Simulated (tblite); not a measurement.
Species: C7H14Si.
Structure used (GFN2-xTB), in Å, numbered top down from 1:
```xyz
22
C7H14Si angstrom
C      4.681    0.526   -0.053
C      3.252    0.637    0.156
C      2.072    0.752    0.339
C      0.638    0.841    0.539
C     -0.072   -0.422    0.045
Si    -1.962   -0.370    0.313
C     -2.704   -2.035   -0.232
C     -2.738    1.036   -0.709
H      4.919   -0.433   -0.513
H      5.027    1.326   -0.707
H      5.205    0.599    0.900
H      0.257    1.715    0.003
H      0.436    0.987    1.605
H      0.158   -0.558   -1.015
H      0.353   -1.285    0.561
H     -2.243   -0.142    1.744
H     -2.287   -2.859    0.339
H     -3.780   -2.047   -0.089
H     -2.510   -2.233   -1.282
H     -2.367    2.010   -0.402
H     -3.818    1.050   -0.592
H     -2.526    0.924   -1.769
```

Method: GFN2-xTB as coded in tblite; computed harmonic values from a numerical Hessian at the method's own geometry, unscaled. Errors from tens to a few hundred cm⁻¹ against measured bands are possible. Modes of hydrogen on silicon can be 10 to 20 % off. One conformer, not necessarily the lowest. The optimisation stopped once no atom felt more than 0.01 eV/Å.

Lowest wavenumbers of the output (negative numbers stand for imaginary wavenumbers):
```
mode    cm-1
  1     -32.2
  2      38.4
  3      52.3
  4      67.1
  5     112.4
  6     122.6
  7     137.3
  8     170.0
  9     204.8
 10     233.4
 11     252.2
 12     267.9
 13     306.6
 14     414.7
 15     618.4
```

Q: Is this structure a minimum?

A: Not by this Hessian. 1 mode is imaginary beyond 20i (32i cm⁻¹), so at this level the point lies at or near a first-order saddle. The curvature is small, so loose convergence or finite differences may be the whole cause.

Q: Which atoms move in the imaginary mode?

A: 32i: H11 (methyl hydrogen) 33 %, H10 (methyl hydrogen) 33 %, H9 (methyl hydrogen) 32 %. These are shares of the mass-weighted motion.

Q: What is the remedy?

A: Step along that mode in both directions, optimise again with tighter thresholds and repeat the frequencies. The zero-point energy of this point (115.0 kcal/mol) counts the 59 real modes alone, and thermal corrections from it aren't those of a minimum.

The run took 1.7 s of wall time on one thread, Arm Neoverse N1 (aarch64) (shared host). The figure is for the frequency step alone.
